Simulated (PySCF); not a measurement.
Computed shifts of a molecule C₄H₈OSi, KT2/pcSseg-1 (PySCF), GIAO, gas phase, equivalent atoms averaged, in ppm (number of nuclei): ²⁹Si: -83.1 (1). ¹³C: 170.4 (1), 73.3 (1), 71.6 (1), 36.2 (1). ¹H: 4.81 (2), 4.45 (1), 4.44 (3), 3.52 (2). References: ²⁹Si against TMS (σ = 361.9 ppm); ¹³C against TMS (σ = 185.1 ppm); ¹⁷O against H2O (σ = 330.4 ppm); ¹H against TMS (σ = 31.47 ppm), references at their B3LYP-D3(BJ)/def2-TZVP geometries, non-relativistic. Geometry: ωB97X-D3(BJ)/def2-SVP. The values are those of a single conformer.

Problem. Which structure fits?
(A) O=CC1([SiH3])CC1
(B) [SiH3]/C=C1\CCO1
(C) C=C1OC[Si@@H]1C
(D) C#C[SiH2]CCO

Solution. B, [SiH3]/C=C1\CCO1
